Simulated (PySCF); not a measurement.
# Correlation energy of Br⁺ (bromine, charge +1)

[Ar] 3d10 4s2 4p4, high-spin 3P determinant. All numbers are calculated (PySCF 2.14, a scalar-relativistic core potential, in aug-cc-pVQZ-PP with ECP10MDF (7s6p5d3f2g, 89 functions)). Frozen: 3s2 3p6 3d10; 6 electrons correlated.

| level | correlation energy (mhartree) |
| --- | --- |
| CCSD | -133.70 |
| (T) | -4.02 |
| CCSD(T) | -137.72 |

Diagnostics: T1 = 0.0074, D1 = 0.0227, largest double amplitude 0.031.

Task: Is a single reference adequate?

Result: Yes, within this model without spin-orbit coupling: T1 lies below 0.03 and no double amplitude reaches 0.07.
